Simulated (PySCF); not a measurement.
A calculated (BLYP, PySCF 2.14, aug-cc-pVTZ with one added diffuse shell each of s, p, d, f type, the non-relativistic Hamiltonian (point nucleus)) atom or ion has these occupied shells.

```json
{"shell": "1s α", "electrons": "1", "orbital energy (eV)": "-52.990", "rms radius, mean of both spins (bohr)": "0.678"}
{"shell": "1s β", "electrons": "1", "orbital energy (eV)": "-52.939", "rms radius, mean of both spins (bohr)": "0.678"}
{"shell": "2p α", "electrons": "1", "orbital energy (eV)": "-1.808", "rms radius, mean of both spins (bohr)": "4.98"}
```

(1) Name the element and its charge.

## Answers

(1) Li (lithium, neutral), in [He] 2p1, 2P determinant (an excited configuration).
